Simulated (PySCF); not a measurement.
**ZnH⁺ at r²SCAN**

Computed with r²SCAN; Zn def2-TZVPPD, H def2-TZVPPD; no relativity (PySCF 2.14).

```
state                                                                                                             : ¹Σ⁺ (singlet), closed shell
bond length                                                                                                       : 1.516 Å
harmonic wavenumber                                                                                               : 1943 cm⁻¹
force constant                                                                                                    : 2.21 mdyn/Å
rotational constant Be                                                                                            : 7.395 cm⁻¹
anharmonicity ωexe                                                                                                : 32.8 cm⁻¹
vibration–rotation constant αe                                                                                    : 0.214 cm⁻¹
well depth De to Zn⁺ + H                                                                                          : 236 kJ/mol
dissociation energy D0                                                                                            : 225 kJ/mol
HOMO–LUMO gap                                                                                                     : 4.98 eV
bond order (Mayer)                                                                                                : 0.96
dipole moment (positive dipole points towards H; it is taken about the centre of mass and depends on that origin) : -1.45 D
```

For an ion De counts to the pair picked by the measured ionisation energies or electron affinities, which need not be the lowest pair at this level.
